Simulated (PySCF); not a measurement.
```xyz
3
charge 0 multiplicity 5, angstrom
Pd    0.2044    0.0000   -0.0733
N    -1.6718    0.0000    0.5389
H     1.7505    0.0000    0.2905
```

All numbers come from UPBE0 in PySCF with Pd def2-TZVP with ECP28, N def2-TZVP, H def2-TZVP; scalar-relativistic core potentials, no spin–orbit coupling; density-fitted integrals.

This geometry of HPdN is a stationary point at this level.

Question: What is the point group?

Answer: Cs.

Question: Is it a minimum?

Answer: Yes: all harmonic wavenumbers are real.

Question: Which band is strongest in the infrared?

Answer: 333 cm⁻¹ (a'), 56 km/mol.

Question: What are the dipole moment and the gap between the highest occupied and lowest empty levels of either spin?

Answer: 0.77 D and 2.90 eV.

Only a few start shapes were tried, so a lower isomer may exist. Other spin states or occupations of the open shell can lie lower. At this level a triplet minimum of Cs symmetry lies 118 kJ/mol below this structure.
